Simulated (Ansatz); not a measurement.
Pb5O8H6⁺, a hydroxylated oxide cluster, relaxed as a doublet with UKS PBE-D4/def2-SVP in Ansatz, starting from the PBE-D4/def2-SVP geometry of the neutral singlet. Force threshold 0.03 eV/Å.

In the def2 sets Pb takes a core potential; there is no spin–orbit coupling. The relaxation made no stability test and no search for a lower SCF solution.

Start:

Cartesian coordinates in Å:
```
Pb -0.0282 0.2236 0.1725
Pb 1.0630 0.8055 -2.9416
Pb -2.5052 -0.8558 -1.9436
Pb -0.8114 -2.7855 1.4220
Pb 2.8281 -1.6704 0.0063
O 1.7958 2.0216 -1.1075
O 1.5085 -0.7218 -1.4277
O -0.9858 0.7190 -2.0528
O -1.1862 -1.7841 -0.4960
O -3.3921 0.1690 0.1688
O 3.2770 0.7437 0.5285
O 1.1022 -1.6325 1.3548
O -1.9500 -0.8511 2.0069
H 1.6860 2.9913 -1.0882
H 2.7300 1.3309 -0.1560
H -2.8679 -0.2561 0.9800
H -3.2099 1.1265 0.2209
H 2.9490 1.0056 1.4097
H -2.0028 -0.5795 2.9430
```

**Question.** Estimate the energy that the relaxation releases and the steps that it takes.

**Answer.** 47.8 kJ/mol, in 8 steps; 23 s on 2 threads of AMD EPYC 7R13 on a shared host and a share (18 GiB) of an NVIDIA H100 80GB HBM3. No frequencies were taken in this run, so the end may be a saddle point.

**Question.** Does the start keep its bonding and symmetry?

**Answer.** By distances, no bond broke or formed. The bond that changes most is Pb1–O12, from 2.47 to 2.32 Å (atoms count from 1). Point group C2 at the start, C2 at the end, both within 0.05 Å.

**Question.** Predict the relaxed structure.

**Answer.** 
```xyz
19

Pb   -0.0092    0.0704    0.0543
Pb    1.1247    0.9295   -2.9007
Pb   -2.5541   -0.9220   -1.9851
Pb   -0.8947   -2.7255    1.5220
Pb    2.8919   -1.7170   -0.0410
O     1.5835    1.9590   -0.8432
O     1.5886   -0.7093   -1.4825
O    -0.9484    0.6596   -1.9880
O    -1.2615   -1.8453   -0.4788
O    -3.4741    0.0541    0.0692
O     3.3859    0.6337    0.4584
O     1.0672   -1.5880    1.2754
O    -1.7608   -0.5788    1.9032
H     1.4076    2.9146   -0.7206
H     2.7476    1.2638   -0.0558
H    -2.8865   -0.1819    0.8865
H    -3.7344    0.9902    0.1597
H     3.4824    0.9918    1.3610
H    -1.7558   -0.1988    2.8059
```
Bond lengths (bridged metal pairs left out): 16 × O–Pb 2.19 to 2.45 Å; 6 × H–O 0.98 to 1.03 Å.
